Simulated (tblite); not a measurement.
All values are computed: GFN2-xTB (tblite) harmonic vibrations without scaling, gas phase. Against measured fundamentals such values can be off by several per cent, at times by over 20. Modes of hydrogen on phosphorus and silicon can be 10 to 20 % off. One conformer each. Thermal functions are those of the rigid rotor and harmonic oscillator, without mixing of conformers.

Task: Order these by their heat capacity Cp at 500 K, highest first (J/(mol K)).
A. `CS/C=C/F`
B. `C[C@H]1C=C[P@H+](C)C=C1`
C. `O=C(Cl)c1ccc(F)o1`
D. `CC(O[SiH3])O[SiH3]`

Result: B (243.7), D (217.8), C (167.5), A (132.3).

```json
{"SMILES": "C[C@H]1C=C[P@H+](C)C=C1", "atoms": "20", "mass (u)": "127.07", "symmetry number": "1", "modes under 300 cm⁻¹": "7", "ZPE (kJ/mol)": "434.5", "S translation (J/(mol K))": "180.0", "S rotation": "126.3", "S vibration": "192.6", "S": "498.9", "Cp": "243.7"}
{"SMILES": "CC(O[SiH3])O[SiH3]", "atoms": "16", "mass (u)": "122.02", "symmetry number": "1", "modes under 300 cm⁻¹": "7", "ZPE (kJ/mol)": "293.4", "S translation (J/(mol K))": "179.5", "S rotation": "125.3", "S vibration": "196.0", "S": "500.8", "Cp": "217.8"}
{"SMILES": "O=C(Cl)c1ccc(F)o1", "atoms": "11", "mass (u)": "147.97", "symmetry number": "1", "modes under 300 cm⁻¹": "3", "ZPE (kJ/mol)": "158.9", "S translation (J/(mol K))": "181.9", "S rotation": "130.0", "S vibration": "133.7", "S": "445.6", "Cp": "167.5"}
{"SMILES": "CS/C=C/F", "atoms": "10", "mass (u)": "92.01", "symmetry number": "1", "modes under 300 cm⁻¹": "4", "ZPE (kJ/mol)": "186.2", "S translation (J/(mol K))": "176.0", "S rotation": "117.4", "S vibration": "105.2", "S": "398.5", "Cp": "132.3"}
```

Entropies and Cp are for 500 K and 1 bar.
